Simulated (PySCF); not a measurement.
C5H13InO (SMILES C[CH2][In]([CH2]C)[O]C), singlet, geometry from GFN2-xTB (such geometries of metal compounds can be far from the true shape) (all electrons, no relativity), with bond 14-10 at 2.4 times its length; CASCI(6,4)+NEVPT2/STO-3G (PySCF).

Here is a job for PySCF.
```python
from pyscf import gto, scf, mcscf, mrpt
import numpy

mol = gto.Mole()
mol.atom = '''
    In    0.280161   -0.131113    0.189599
    C     1.807747    1.600543    0.108397
    C     1.314625    2.732952   -0.770926
    H     2.737186    1.175094   -0.271480
    H     1.967228    1.929099    1.135512
    H     0.391332    3.158301   -0.373353
    H     1.119005    2.379095   -1.784934
    H     2.059154    3.531335   -0.827455
    C     0.049825   -2.157214    1.216677
    C    -1.413889   -2.531009    1.330705
    H     0.533821   -2.086255    2.191703
    H     0.596842   -2.874857    0.604022
    H    -1.889981   -2.484265    0.351906
    H    -2.675018   -0.884406    2.926914
    H    -1.523748   -3.544622    1.723513
    O    -1.353433    0.017341   -0.962893
    C    -1.889660    0.927121   -1.874723
    H    -1.360324    0.896037   -2.835268
    H    -2.937750    0.659063   -2.056471
    H    -1.865733    1.958343   -1.501491
'''
mol.basis = 'sto-3g'
mol.charge = 0
mol.spin = 0
mol.verbose = 4
mol.build()

mf = scf.RHF(mol)
mf.kernel()
mc = mcscf.CASCI(mf, 4, 6)
mc.fix_spin_(ss=0.0)
mc.kernel()
occ = numpy.linalg.eigvalsh(mc.fcisolver.make_rdm1(mc.ci, mc.ncas, mc.nelecas))[::-1]
ss = mc.fcisolver.spin_square(mc.ci, mc.ncas, mc.nelecas)[0]
print('natural occupations', occ.round(4), ' <S^2>', round(ss, 4))
e2 = mrpt.NEVPT(mc).kernel()
print('E(NEVPT2) = %.10f' % (mc.e_tot + e2))
```

What the program printed (banner, timings and long lists left out):

```
PySCF version 2.14.0

[INPUT] verbose = 4
[INPUT] num. atoms = 20
[INPUT] num. electrons = 100
[INPUT] charge = 0
[INPUT] spin (= nelec alpha-beta = 2S) = 0
[INPUT] symmetry False subgroup None
[INPUT] Mole.unit = angstrom
[INPUT] Symbol           X                Y                Z      unit          X                Y                Z       unit  Magmom
[...]
nuclear repulsion = 694.432585392241
number of shells = 42
number of NR pGTOs = 210
number of NR cGTOs = 70
basis = sto-3g
ecp = {}

******** <class 'pyscf.scf.hf.RHF'> ********
method = RHF
initial guess = minao
damping factor = 0
level_shift factor = 0
DIIS = <class 'pyscf.scf.diis.CDIIS'>
diis_start_cycle = 1
diis_space = 8
diis_damp = 0
SCF conv_tol = 1e-09
SCF conv_tol_grad = None
SCF max_cycles = 50
direct_scf = True
direct_scf_tol = 1e-13
Set gradient conv threshold to 3.16228e-05
Initial guess from minao.
init E= -5935.83351668208
[...]
cycle= 1 E= -5950.71535823792  delta_E= -14.9  |g|= 0.725  |ddm|= 5.11
[...]
cycle= 2 E= -5950.93994600447  delta_E= -0.225  |g|= 0.291  |ddm|= 1.58
[...]
cycle= 3 E= -5950.97021878958  delta_E= -0.0303  |g|= 0.0837  |ddm|= 0.523
[...]
cycle= 4 E= -5950.97297975178  delta_E= -0.00276  |g|= 0.0434  |ddm|= 0.199
[...]
cycle= 5 E= -5950.97384570931  delta_E= -0.000866  |g|= 0.0145  |ddm|= 0.0949
[...]
cycle= 6 E= -5950.97396160042  delta_E= -0.000116  |g|= 0.00203  |ddm|= 0.0302
[...]
cycle= 7 E= -5950.97396641528  delta_E= -4.81e-06  |g|= 0.000701  |ddm|= 0.00719
[...]
cycle= 8 E= -5950.97396708894  delta_E= -6.74e-07  |g|= 0.000219  |ddm|= 0.00298
[...]
cycle= 9 E= -5950.97396716057  delta_E= -7.16e-08  |g|= 6.36e-05  |ddm|= 0.00106
[...]
cycle= 10 E= -5950.9739671653  delta_E= -4.72e-09  |g|= 1.6e-05  |ddm|= 0.000272
[...]
cycle= 11 E= -5950.97396716557  delta_E= -2.71e-10  |g|= 4.53e-06  |ddm|= 6.42e-05
[...]
Extra cycle  E= -5950.97396716558  delta_E= -1.27e-11  |g|= 1.96e-06  |ddm|= 1.04e-05
converged SCF energy = -5950.97396716558

******** <class 'pyscf.mcscf.casci.CASCI'> ********
CAS (3e+3e, 4o), ncore = 47, nvir = 19
natorb = False
canonicalization = True
sorting_mo_energy = False
******** <class 'pyscf.fci.addons.SpinPenaltyFCISolver'> ********
max. cycles = 200
conv_tol = 1e-08
davidson only = True
linear dependence = 1e-12
level shift = 0.001
max iter space = 12
nroots = 1
pspace_size = 400
spin = None
Density matrix diagonal elements [1.99985181 1.99733221 1.31894397 0.68387201]
CASCI converged
CASCI E = -5951.13964190648  E(CI) = -5.89775443035887  S^2 = 0.0000000
natural occupations [2.    2.    1.318 0.682]  <S^2> 0.0

******** <class 'pyscf.mrpt.nevpt2.NEVPT'> ********
NEVPT2 (3e+3e, 4o), ncore = 47, nvir = 19
root = 0

WARN: Active orbitals [0 1] (occs = [2.         1.99999999]) are canonicalized with core orbitals

Natural occ [2.         1.99999999 1.31802648 0.68197353]
Natural orbital (expansion on meta-Lowdin AOs) in CAS space
               #1        #2        #3        #4
0 In 1s          0.00001  -0.00002  -0.00007   0.00007
0 In 2s         -0.00002  -0.00001   0.00026  -0.00027
0 In 3s          0.00006   0.00014  -0.00068   0.00073
0 In 4s         -0.00040   0.00153   0.00269  -0.00215
0 In 5s          0.00668  -0.01959  -0.06169   0.06485
0 In 2px         0.00021   0.00047   0.00003  -0.00000
0 In 2py        -0.00011   0.00031  -0.00013   0.00005
0 In 2pz        -0.00034   0.00014   0.00007  -0.00006
0 In 3px        -0.00012  -0.00067  -0.00001   0.00002
0 In 3py         0.00006  -0.00021   0.00020  -0.00015
0 In 3pz         0.00021  -0.00032  -0.00013   0.00013
0 In 4px         0.00429   0.01175   0.00051  -0.00006
0 In 4py        -0.00231   0.00686  -0.00302   0.00120
0 In 4pz        -0.00706   0.00402   0.00187  -0.00142
0 In 5px        -0.11967  -0.27175  -0.01877   0.00317
0 In 5py         0.06874  -0.16223   0.07802  -0.03529
0 In 5pz         0.19418  -0.09382  -0.04522   0.04345
0 In 3dxy       -0.00056  -0.00187  -0.00006  -0.00007
0 In 3dyz       -0.00036  -0.00088   0.00024   0.00003
0 In 3dz^2      -0.00090   0.00091  -0.00005   0.00010
0 In 3dxz       -0.00046   0.00117   0.00014  -0.00006
0 In 3dx2-y2     0.00031   0.00022   0.00024   0.00000
0 In 4dxy        0.02815   0.09080   0.00250   0.00345
0 In 4dyz        0.01801   0.04261  -0.00989  -0.00210
0 In 4dz^2       0.04536  -0.04420   0.00241  -0.00465
0 In 4dxz        0.02328  -0.05584  -0.00645   0.00226
0 In 4dx2-y2    -0.01579  -0.01001  -0.01029  -0.00071
1 C 1s          -0.00000   0.00021  -0.00008   0.00016
1 C 2s          -0.00598  -0.10267   0.01001  -0.01461
1 C 2px          0.02949   0.31258  -0.01618   0.02111
1 C 2py          0.01169   0.30988  -0.02246   0.02274
1 C 2pz         -0.01661   0.00680   0.00279  -0.00149
2 C 1s          -0.00005  -0.00033   0.00008  -0.00005
2 C 2s           0.00312   0.01582  -0.00432   0.00299
2 C 2px         -0.00757  -0.04460  -0.00092   0.00237
2 C 2py         -0.00592  -0.07510   0.00839  -0.00476
2 C 2pz          0.00347   0.01803  -0.00494   0.00341
3 H 1s           0.02492   0.07513   0.00006   0.00202
4 H 1s          -0.01462   0.07799  -0.00057   0.00002
5 H 1s           0.00768   0.04151  -0.00184   0.00241
6 H 1s           0.00100   0.04650  -0.00230   0.00246
7 H 1s          -0.01127  -0.11860   0.00810  -0.00687
8 C 1s           0.00001  -0.00008   0.00051  -0.00044
8 C 2s           0.00921   0.03854  -0.05207   0.02792
8 C 2px          0.01584   0.04322   0.08170  -0.06327
8 C 2py          0.03509   0.16296  -0.12419   0.01113
8 C 2pz         -0.04062  -0.07102  -0.00204   0.00012
9 C 1s           0.00013   0.00032  -0.00077   0.00144
9 C 2s          -0.00544  -0.00802   0.19182  -0.24459
9 C 2px         -0.01891  -0.06764  -0.27584   0.29854
9 C 2py         -0.01136  -0.02141   0.40388  -0.41176
9 C 2pz          0.01365   0.03277   0.36892  -0.39314
10 H 1s         -0.02311  -0.00571  -0.04604   0.05563
11 H 1s          0.01752  -0.01808   0.16557  -0.13370
12 H 1s         -0.01311  -0.02456  -0.06301   0.05556
13 H 1s          0.00566   0.00511   0.71006   0.69597
14 H 1s          0.02183   0.05477  -0.10339   0.06812
15 O 1s          0.00002   0.00058  -0.00009   0.00013
15 O 2s         -0.00104  -0.11374   0.00585  -0.00925
15 O 2px        -0.44241   0.52661   0.02555  -0.00573
15 O 2py         0.41058   0.46930   0.00541  -0.00051
15 O 2pz         0.66114   0.01979   0.00655  -0.00769
16 C 1s         -0.00003  -0.00034   0.00007  -0.00005
16 C 2s          0.00157   0.01668  -0.00465   0.00388
16 C 2px         0.08151  -0.07223  -0.00929   0.00432
16 C 2py        -0.07099  -0.09903   0.00310  -0.00544
16 C 2pz        -0.11025   0.02276  -0.00881   0.00582
17 H 1s          0.25579  -0.07016  -0.00148  -0.00091
18 H 1s         -0.06924   0.19069   0.01013  -0.00214
19 H 1s         -0.18920  -0.14108  -0.00386   0.00073
<CAS-nat-orb|mo-hf>  48     48       0.99926507
<CAS-nat-orb|mo-hf>  49     49       0.99643250
<CAS-nat-orb|mo-hf>  50     50       0.99648142
<CAS-nat-orb|mo-hf>  51     51       0.99852580
Sr    (-1)',   E = -0.00131387489041
Si    (+1)',   E = -0.00781925563512
Sijrs (0)  ,   E = -0.25901935814275
Sijr  (+1) ,   E = -0.00666876665256
Srsi  (-1) ,   E = -0.04428307185860
Srs   (-2) ,   E = -0.00749698364807
Sij   (+2) ,   E = -0.00007243887329
Sir   (0)' ,   E = -0.00515932172834
Nevpt2 Energy = -0.331833071429155
E(NEVPT2) = -5951.4714749779
```
